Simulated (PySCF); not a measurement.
# Exercise with solution: chemical shift, span and skew from a shielding tensor

C2H7FSi3, SMILES F[SiH2]C#C[SiH2][SiH3]. Atoms are numbered in the order given.

```xyz
13

F      2.9772     1.4126     1.0081
Si     2.8880    -0.0812     0.3757
C      1.1478    -0.4636    -0.0209
C     -0.0177    -0.7450    -0.2976
Si    -1.7839    -1.0762    -0.6805
Si    -3.0110     0.8417    -0.1032
H      3.3937    -1.0434     1.3875
H      3.7014    -0.1077    -0.8665
H     -1.9180    -1.3819    -2.1365
H     -2.2394    -2.2623     0.1051
H     -2.8398     1.1227     1.3534
H     -2.5170     2.0061    -0.8969
H     -4.4606     0.6238    -0.3967
```

The structure is a stationary point at r2SCAN-D4/def2-SVP. The structure was generated by enumeration, and PubChem lists no compound with its InChIKey, so it may never have been made.

GIAO shieldings from KT2/pcSseg-1 run with PySCF, non-relativistic, no solvent. The symmetric part of the tensor of Si2 has the principal values 341.0, 376.6, 466.6 ppm. The same nucleus in TMS has σ = 361.9 ppm at this level (PySCF, at its B3LYP-D3(BJ)/def2-TZVP geometry).

Question: Work out the isotropic shielding, the ²⁹Si shift against TMS, the span and the skew.

Answer: 
σ(iso) = (σ11 + σ22 + σ33)/3 = 394.7 ppm. δ = σ(ref) − σ(iso) = 361.9 − (394.7) = -32.8 ppm.
Span Ω = σ33 − σ11 = 125.6 ppm. Skew κ = 3(σ(iso) − σ22)/Ω = 0.43. Tumbling in solution averages the tensor to δ; in a static solid the shielding alone would spread this spin-1/2 line over Ω.
